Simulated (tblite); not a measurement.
Species: C6H18N2Si.
Bonds: C1–C2, C2–C3, C2–C4, C4–N5, N5–Si6, N5–N7, N7–C8, N7–C9. Hydrogens: H10, H11, H12 on C1; H13 on C2; H14, H15, H16 on C3; H17, H18 on C4; H19, H20, H21 on Si6; H22, H23, H24 on C8; H25, H26, H27 on C9.

Computed with GFN2-xTB (tblite), gas phase: L-BFGS steps from a force-field or distance-geometry start until the largest atomic force falls under 0.01 eV/Å.

Step 116: E = -805.7679 eV
```
atom  x, y, z in Å  |  force x, y, z in eV/Å
C1      2.0305   -1.1417   -0.2312   -0.013   0.008   0.016
C2      1.6919    0.3236    0.0311    0.013   0.010  -0.006
C3      2.8622    1.2162   -0.3825    0.003   0.003   0.012
C4      0.4162    0.7513   -0.7150    0.010  -0.006   0.001
N5     -0.7984    0.5173    0.0379    0.007  -0.005   0.023
Si6    -2.0269    1.7266    0.1047   -0.013  -0.002  -0.021
N7     -1.0246   -0.8603    0.2611    0.004  -0.010  -0.002
C8     -1.3438   -1.1462    1.6429   -0.003  -0.001  -0.003
C9     -1.9889   -1.4335   -0.6547    0.000   0.006  -0.004
H10     1.1803   -1.7674    0.0204   -0.007  -0.018   0.012
H11     2.2753   -1.2932   -1.2811    0.003   0.021   0.007
H12     2.8865   -1.4450    0.3686   -0.012  -0.010  -0.011
H13     1.5086    0.4553    1.1030    0.014   0.009  -0.032
H14     3.7855    0.8694    0.0774   -0.014   0.008   0.002
H15     2.9915    1.1989   -1.4636   -0.006  -0.025   0.024
H16     2.6919    2.2457   -0.0742   -0.002  -0.003  -0.009
H17     0.4611    1.8229   -0.9127   -0.014   0.015  -0.014
H18     0.3711    0.2344   -1.6820    0.020  -0.013  -0.022
H19    -2.9824    1.3086    1.1275   -0.011   0.012   0.003
H20    -2.7620    1.9408   -1.1571    0.018  -0.008   0.035
H21    -1.3253    2.9509    0.4801   -0.012   0.032   0.003
H22    -0.6462   -0.6068    2.2796    0.010  -0.020  -0.009
H23    -1.2264   -2.2174    1.8099    0.003   0.009  -0.010
H24    -2.3669   -0.8576    1.9194    0.000  -0.010  -0.004
H25    -3.0176   -1.0955   -0.4597    0.019  -0.008   0.002
H26    -1.9476   -2.5197   -0.5673   -0.012   0.025  -0.003
H27    -1.7152   -1.1510   -1.6703   -0.006  -0.022   0.010
```

Step 117: E = -805.7684 eV
```
atom  x, y, z in Å  |  force x, y, z in eV/Å
C1      2.0301   -1.1409   -0.2276    0.001   0.019   0.023
C2      1.6911    0.3250    0.0316    0.018   0.023  -0.006
C3      2.8625    1.2168   -0.3817    0.005   0.004   0.013
C4      0.4163    0.7512   -0.7162    0.007  -0.009  -0.001
N5     -0.7977    0.5157    0.0371   -0.006  -0.013   0.017
Si6    -2.0257    1.7251    0.1050   -0.023   0.010  -0.026
N7     -1.0243   -0.8625    0.2575   -0.009  -0.015   0.000
C8     -1.3409   -1.1499    1.6397    0.000   0.000   0.007
C9     -1.9932   -1.4326   -0.6556   -0.006   0.009  -0.006
H10     1.1814   -1.7679    0.0263   -0.003  -0.011   0.004
H11     2.2761   -1.2929   -1.2770   -0.005   0.013   0.004
H12     2.8874   -1.4403    0.3722   -0.011  -0.018  -0.008
H13     1.5064    0.4592    1.1032    0.016   0.007  -0.037
H14     3.7837    0.8717    0.0841   -0.017   0.017  -0.001
H15     2.9976    1.1952   -1.4622   -0.012  -0.030   0.029
H16     2.6904    2.2483   -0.0796    0.000  -0.018  -0.007
H17     0.4589    1.8228   -0.9144   -0.006   0.011  -0.015
H18     0.3726    0.2333   -1.6828    0.018  -0.011  -0.021
H19    -2.9783    1.3136    1.1333   -0.007   0.009   0.003
H20    -2.7667    1.9381   -1.1540    0.021  -0.014   0.038
H21    -1.3213    2.9508    0.4708   -0.012   0.031   0.008
H22    -0.6396   -0.6145    2.2755    0.011  -0.013  -0.006
H23    -1.2259   -2.2216    1.8055   -0.005   0.010  -0.015
H24    -2.3625   -0.8574    1.9193    0.007  -0.017  -0.005
H25    -3.0213   -1.0938   -0.4544    0.037  -0.011  -0.005
H26    -1.9539   -2.5196   -0.5718   -0.005   0.044  -0.003
H27    -1.7230   -1.1466   -1.6714   -0.014  -0.028   0.017
```

Step 118: E = -805.7689 eV
```
atom  x, y, z in Å  |  force x, y, z in eV/Å
C1      2.0294   -1.1398   -0.2232    0.014   0.019   0.020
C2      1.6905    0.3266    0.0319    0.016   0.030  -0.004
C3      2.8634    1.2172   -0.3805    0.005   0.003   0.008
C4      0.4167    0.7508   -0.7179    0.000  -0.007  -0.005
N5     -0.7964    0.5139    0.0365   -0.018  -0.012   0.001
Si6    -2.0247    1.7232    0.1053   -0.020   0.019  -0.020
N7     -1.0236   -0.8650    0.2537   -0.019  -0.011   0.002
C8     -1.3374   -1.1539    1.6361    0.004  -0.001   0.012
C9     -1.9980   -1.4307   -0.6567   -0.008   0.007  -0.002
H10     1.1830   -1.7693    0.0339    0.008   0.009  -0.006
H11     2.2754   -1.2919   -1.2727   -0.012   0.000   0.007
H12     2.8888   -1.4353    0.3756   -0.010  -0.023  -0.004
H13     1.5037    0.4643    1.1024    0.018   0.005  -0.026
H14     3.7819    0.8748    0.0927   -0.017   0.023   0.000
H15     3.0056    1.1890   -1.4600   -0.017  -0.033   0.026
H16     2.6891    2.2508   -0.0868    0.001  -0.028  -0.001
H17     0.4567    1.8227   -0.9167    0.002   0.003  -0.016
H18     0.3746    0.2318   -1.6842    0.013  -0.007  -0.013
H19    -2.9737    1.3179    1.1392   -0.006   0.004   0.008
H20    -2.7730    1.9350   -1.1490    0.018  -0.020   0.025
H21    -1.3199    2.9516    0.4609   -0.007   0.026   0.013
H22    -0.6318   -0.6234    2.2708    0.014  -0.003  -0.001
H23    -1.2257   -2.2260    1.8004   -0.012   0.004  -0.019
H24    -2.3569   -0.8571    1.9189    0.009  -0.020  -0.003
H25    -3.0245   -1.0909   -0.4492    0.040  -0.008  -0.009
H26    -1.9616   -2.5183   -0.5767    0.003   0.050  -0.002
H27    -1.7313   -1.1416   -1.6724   -0.017  -0.029   0.009
```

Q: Estimate the geometry and energy of step 119. (The exact step hangs on the optimiser's Hessian estimate; all steps are aligned on step 118, rigid shifts and turns removed.)

A: E = -805.7694 eV, largest force 0.049 eV/Å
```
atom  x, y, z in Å  |  force x, y, z in eV/Å
C1      2.0314   -1.1384   -0.2151    0.022   0.015   0.009
C2      1.6903    0.3287    0.0329    0.006   0.021  -0.002
C3      2.8636    1.2190   -0.3779    0.002   0.000   0.002
C4      0.4177    0.7474   -0.7220   -0.005  -0.001  -0.010
N5     -0.7955    0.5113    0.0333   -0.023  -0.001  -0.019
Si6    -2.0229    1.7219    0.1056   -0.015   0.030   0.007
N7     -1.0245   -0.8681    0.2473   -0.026   0.005   0.001
C8     -1.3329   -1.1587    1.6306    0.006  -0.002   0.014
C9     -2.0062   -1.4273   -0.6590   -0.009   0.008  -0.008
H10     1.1872   -1.7709    0.0436    0.013   0.028  -0.013
H11     2.2789   -1.2919   -1.2642   -0.014  -0.011   0.012
H12     2.8914   -1.4297    0.3849   -0.010  -0.022  -0.003
H13     1.4992    0.4709    1.1015    0.016   0.006  -0.007
H14     3.7805    0.8791    0.0994   -0.010   0.021   0.008
H15     3.0100    1.1872   -1.4562   -0.016  -0.032   0.010
H16     2.6871    2.2533   -0.0888   -0.001  -0.022   0.003
H17     0.4555    1.8188   -0.9255    0.006  -0.010  -0.016
H18     0.3784    0.2234   -1.6864    0.006   0.003   0.006
H19    -2.9631    1.3253    1.1525    0.009   0.006  -0.004
H20    -2.7858    1.9288   -1.1400    0.017  -0.025   0.014
H21    -1.3154    2.9547    0.4449   -0.013   0.002   0.011
H22    -0.6197   -0.6351    2.2630    0.008  -0.001  -0.003
H23    -1.2270   -2.2317    1.7915   -0.014  -0.003  -0.018
H24    -2.3490   -0.8559    1.9192    0.015  -0.021  -0.002
H25    -3.0312   -1.0888   -0.4404    0.046  -0.008  -0.014
H26    -1.9696   -2.5154   -0.5866    0.003   0.048  -0.002
H27    -1.7482   -1.1316   -1.6755   -0.019  -0.032   0.023
```

The energy changes by -0.0005 eV. The first-order estimate −F·Δx gives -0.0007 eV and the mean of the old and new forces, exact on a quadratic surface, -0.0005 eV. The step makes an angle of 85° with the force vector and moves no atom by more than 0.020 Å.

The cost below is that of the whole relaxation. The run took 2.5 s on an Arm Neoverse V1 with one thread, no GPU, shared host.
